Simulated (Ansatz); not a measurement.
A structure relaxed at r2SCAN-D4/def2-SVP in Ansatz, charge 1, singlet:

```
atom    x (Å)    y (Å)    z (Å)
 Sn1   2.5899  -0.5190   0.9565
 Sn2  -0.1959  -1.0644  -2.5910
 Sn3  -0.3154   2.7833  -0.1828
 As4  -1.7045  -0.9886   1.4986
 Sn5   2.2162   2.2585   0.9005
 Sn6  -0.6499   1.6973  -2.7453
 Sn7   2.3387  -1.6970  -1.5749
 Sn8   0.6225  -1.6183   2.6240
 Sn9  -2.1119  -2.1554  -0.8576
Sn10  -2.2348   1.6189   1.4970
 H11   4.0680  -0.9498   1.7203
 H12  -0.4990  -1.8493  -4.0898
 H13  -0.6923   4.4596  -0.1413
 H14  -2.7502  -1.5920   2.4115
 H15   3.3993   2.9447  -0.1307
 H16   2.3439   2.9172   2.4762
 H17   0.5265   2.3822  -3.7847
 H18  -2.2262   2.0159  -3.3342
 H19   3.5229  -1.0155  -2.6080
 H20   2.5401  -3.3947  -1.4736
 H21   0.5036  -3.3255   2.6968
 H22   0.4302  -0.9354   4.1830
 H23  -1.9536  -3.8096  -0.4423
 H24  -3.7546  -1.7610  -1.1407
 H25  -2.1513   1.9762   3.1701
 H26  -3.8623   1.6217   0.9625
```

Problem. Give its formula and point group.

Solution. Sn9AsH16⁺, a doped cluster cut from the lattice of tin (As on a surface site). Point group C3v (tolerance 0.1 Å).

Problem. Summarise the bond lengths by kind (pairs closer than 1.2 times the sum of covalent radii, bridged metal pairs left out).

Solution. 9 × Sn–Sn 2.80 Å; 3 × As–Sn 2.66 Å; 15 × H–Sn 1.71 to 1.72 Å; 1 × As–H 1.51 Å.

In the def2 sets Sn takes a core potential; there is no spin–orbit coupling.
